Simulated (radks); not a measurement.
The numbers below are computed, except where a source is named.
The nuclear charge of the beryllium ion Be2+ is varied continuously with 2 electrons held in [He]. Code: a radial shooting solver on a logarithmic mesh with Libxc functionals. Model: Dirac Kohn-Sham, PBEsol, spin-unpolarised, spherical densities, finite nucleus; Fermi nuclear charge, rms radius 2.519 fm. By the Hellmann-Feynman theorem dE/dZ = E(electron-nucleus)/Z, the electronic potential at the nucleus (averaged over a nucleus of fixed radius).

\begin{tabular}{lrrrrr}
Z & E (hartree) & E(electron-nucleus)/Z (hartree) & HOMO & e(HOMO) (eV) & <r> HOMO (bohr) \\ \hline
3.5 & -10.11662 & -6.33893 & 1s1/2 & -92.216 & 0.4866 \\
3.6 & -10.76051 & -6.53902 & 1s1/2 & -99.507 & 0.4713 \\
3.7 & -11.42442 & -6.73912 & 1s1/2 & -107.07 & 0.4569 \\
3.8 & -12.10834 & -6.93924 & 1s1/2 & -114.90 & 0.4434 \\
3.9 & -12.81227 & -7.13937 & 1s1/2 & -123.01 & 0.4306 \\
4 & -13.53621 & -7.33953 & 1s1/2 & -131.39 & 0.4186 \\
4.1 & -14.28017 & -7.53970 & 1s1/2 & -140.04 & 0.4072 \\
4.2 & -15.04415 & -7.73989 & 1s1/2 & -148.97 & 0.3964 \\
4.3 & -15.82815 & -7.94009 & 1s1/2 & -158.16 & 0.3862 \\
4.4 & -16.63217 & -8.14031 & 1s1/2 & -167.63 & 0.3765 \\
4.5 & -17.45622 & -8.34055 & 1s1/2 & -177.37 & 0.3673 \\
4.6 & -18.30028 & -8.54080 & 1s1/2 & -187.39 & 0.3585 \\
4.7 & -19.16438 & -8.74107 & 1s1/2 & -197.67 & 0.3501 \\
4.8 & -20.04850 & -8.94136 & 1s1/2 & -208.23 & 0.3421 \\
4.9 & -20.95265 & -9.14166 & 1s1/2 & -219.06 & 0.3345 \\
5 & -21.87683 & -9.34198 & 1s1/2 & -230.16 & 0.3272 \\
\end{tabular}

The central difference of E at Z = 4 is -7.340 hartree, to compare with the third column; the second derivative is -2 hartree.
